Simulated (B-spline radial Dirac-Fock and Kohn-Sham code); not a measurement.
Compton profile of La¹⁴⁺

System: lanthanum as La¹⁴⁺ in the configuration [Kr] 4d7.

Input of the calculation (task.json; shells as n, l, electrons):

```json
{"items": [{
  "Z": 57,
  "q": 14,
  "cfg": [[1, 0, 2], [2, 0, 2], [2, 1, 6], [3, 0, 2], [3, 1, 6], [3, 2, 10], [4, 0, 2], [4, 1, 6], [4, 2, 7]],
  "A": 139,
  "rrms": 4.855,
  "do": ["scatter"],
  "s": [0.0, 0.05, 0.1, 0.15, 0.2, 0.25, 0.3, 0.35, 0.4, 0.45, 0.5, 0.6, 0.7, 0.8, 0.9, 1.0, 1.1, 1.2, 1.4, 1.6, 1.8, 2.0, 2.5, 3.0, 3.5, 4.0, 5.0, 6.0],
  "pz": [0, 0.1, 0.2, 0.3, 0.4, 0.5, 0.6, 0.8, 1.0, 1.2, 1.4, 1.6, 1.8, 2.0, 2.5, 3.0, 4.0, 5.0, 7.0, 10.0, 15.0, 20.0, 30.0, 40.0, 60.0, 100.0],
  "hv_scatter": [1000, 2000, 8047.8, 17479.3, 20000, 100000, 500000, 1000000]
}]}
```

Run with: `python xray_run.py task.json out`

Level of theory: the impulse approximation on Dirac-Fock densities; a B-spline atomic structure program. pz is in atomic units of momentum; subshell profiles are per electron, for a selection of subshells; open shells are spread over both j values by their weights.

```
 pz    J total   J 3p3/2   J 3d5/2   J 4s1/2   J 4d5/2
  0      3.615    0.0698    0.0468     0.234     0.121
0.3      3.601    0.0698    0.0468     0.228     0.121
0.4      3.591    0.0698    0.0468     0.224     0.121
0.5      3.577    0.0698    0.0468     0.218     0.121
0.6      3.561    0.0698    0.0468     0.212     0.121
0.8      3.518    0.0697    0.0468     0.195     0.121
  1      3.463    0.0697    0.0468     0.177     0.120
1.2      3.394    0.0696    0.0468     0.156     0.120
1.4      3.312    0.0695    0.0468     0.135     0.119
1.6      3.217    0.0693    0.0468     0.115     0.118
1.8      3.110    0.0690    0.0468    0.0959     0.116
  2      2.992    0.0687    0.0468    0.0789     0.114
2.5      2.662    0.0673    0.0467    0.0471     0.103
  3      2.315    0.0651    0.0465    0.0302    0.0868
  4      1.714    0.0582    0.0457    0.0226    0.0503
  5      1.319    0.0485    0.0439    0.0216    0.0231
  7     0.9044    0.0273    0.0369   0.00985   0.00498
 10     0.5471   0.00793    0.0227   0.00212   0.00373
 15     0.2496   0.00252   0.00718   0.00152   0.00173
 20     0.1300   0.00231   0.00203  0.000463  0.000525
 30    0.04541  0.000878  0.000189  5.93e-05  4.92e-05
 40    0.01998  0.000253  2.45e-05  5.37e-05  6.26e-06
 60   0.005608  2.62e-05    < 1e-6  2.19e-05    < 1e-6
100  0.0008398    < 1e-6    < 1e-6  2.97e-06    < 1e-6
```

J(0) = 3.615. The 4p3/2 subshell gives the largest part, 17 %.

Mean momentum ⟨p⟩ by subshell (a.u.): 1s1/2 53.9, 2s1/2 19.1, 2p1/2 25.5, 2p3/2 23.9, 3s1/2 9.48, 3p1/2 11.3, 3p3/2 10.8, 3d3/2 13.0, 3d5/2 12.8, 4s1/2 4.87, 4p1/2 5.44, 4p3/2 5.27, 4d3/2 5.76, 4d5/2 5.69.
